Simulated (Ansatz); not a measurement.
System: C3H8S, charge 0, singlet. C3H8S (methylsulfanylethane, SMILES CSCC).
B3LYP-D3(BJ)/def2-TZVP minimum from Ansatz (a first-principles code):
```xyz
12

C     -1.5906     0.8997     0.6086
C     -1.0377     0.0227    -0.5062
S      0.4887    -0.8768    -0.0858
C      1.6650     0.4980     0.0221
H     -2.5260     1.3703     0.2951
H     -1.7842     0.3101     1.5052
H     -0.8942     1.6966     0.8728
H     -1.7503    -0.7618    -0.7663
H     -0.8562     0.6051    -1.4124
H      1.4328     1.1680     0.8488
H      1.6923     1.0594    -0.9126
H      2.6461     0.0582     0.1958
```
Charge 0, spin multiplicity 1.

Total energies in hartree (Ansatz). Open shells are spin-unrestricted; no spin-orbit coupling. Correlated methods leave the cores frozen. No relativity. Where a partner has so few electrons that a lower coupled-cluster level is exact, that level stands in.

```tsv
species	HF/cc-pV(T+d)Z	CCSD(T)/cc-pV(T+d)Z	HF/cc-pV(Q+d)Z	CCSD(T)/cc-pV(Q+d)Z	CCSD(T)/cc-pV(D+d)Z	CCSDT(Q)/cc-pV(D+d)Z
1: C3H8S (SMILES CCSC)	-515.85178	-516.64995	-515.86308	-516.70464	-516.45451	-516.45679
2: C (triplet)	-37.69157	-37.78076	-37.69331	-37.78654	-37.76038	-37.76071
3: S (triplet)	-397.50938	-397.65444	-397.51264	-397.66785	-397.60412	-397.60456
4: H (doublet)	-0.49981	-0.49981	-0.49995	-0.49995	-0.49928	-0.49928
```

Q: Work out the atomisation energy (electronic, to ground-state atoms) in kcal/mol: take Hartree-Fock from cc-pV(Q+d)Z, extrapolate the CCSD(T) correlation energy as X^-3 (X = 3, 4), and add CCSDT(Q) - CCSD(T) in cc-pV(D+d)Z. 1 hartree = 627.51 kcal/mol.

A: 
Species 1: correlation (64·(-0.84156) - 27·(-0.79817))/37 = -0.87322; step -0.00228; E1 = -515.86308 + (-0.87322) + (-0.00228) = -516.73858
Species 2: correlation (64·(-0.09323) - 27·(-0.08919))/37 = -0.09618; step -0.00033; E2 = -37.69331 + (-0.09618) + (-0.00033) = -37.78982
Species 3: correlation (64·(-0.15521) - 27·(-0.14506))/37 = -0.16262; step -0.00044; E3 = -397.51264 + (-0.16262) + (-0.00044) = -397.67570
Species 4: correlation (64·(0.00000) - 27·(0.00000))/37 = 0.00000; step +0.00000; E4 = -0.49995 + (0.00000) + (+0.00000) = -0.49995
-1·E1 +3·E2 +1·E3 +8·E4 = 1.69382 hartree = 1062.9 kcal/mol.
